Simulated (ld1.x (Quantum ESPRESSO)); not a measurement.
**Which setting gave this result? (indium (In), TM semilocal)**

Base potential:

* Element: In (Z = 49)
* Generator: ld1.x (Quantum ESPRESSO) 7.5
* Type: norm-conserving Troullier–Martins (semilocal form)
* Functional: BLYP
* Relativity: scalar-relativistic
* Frozen core: [Kr] 4d10
* Valence charge: 3
* Reference configuration: 5s2 5p0 (charge +1)
* Partial waves: 5s (bound): rc 1.55 bohr; 5p (bound, empty): rc 2.55 bohr
* Local potential: the p channel
* Core correction: a·sin(br)/r model core inside 1.05 bohr

Cutoffs, loose and tight: the cutoffs (Ry, on a coarse ladder) from which the occupation-weighted sum of valence levels, in a spherical-Bessel basis at the reference potential, stays within 10 and 1 mRy of its value at 400 Ry. They do not see the model core or the augmentation charge, which bear on the density cutoff. Test errors are all-electron minus pseudo excitation energies from the reference, over the configurations 5s2 5p1; 5s1 5p0; 5s2 5p0.5; 5s1 5p2; 5s2 5p1.3; 5s1 5p1; 5s0 5p3; variants that change the core or the reference have their own tests.

Only the scale of all radii but the core radius (base = 1) is moved (1 further runs of the sweep failed or gave no value and are left out):

```
scale of all radii but the core radius (base = 1)  cutoff, loose  cutoff, tight  bound ghosts  largest test error (meV)
                                             0.87         140 Ry         300 Ry             s                      -182
                                             1.13          25 Ry          50 Ry          none                      -109
                                             1.22          18 Ry          40 Ry          none                      -109
                                             1.38          18 Ry          30 Ry          none                      -109
```

One more run gave cutoff, loose: 35 Ry; cutoff, tight: 140 Ry; bound ghosts: none; largest test error (meV): -106. Which value of the scale of all radii but the core radius (base = 1) was used?

1. The tight cutoff moves one way along this sweep, from 300 Ry at 0.87 to 30 Ry at 1.38, which places the run between 0.87 and 1.13.
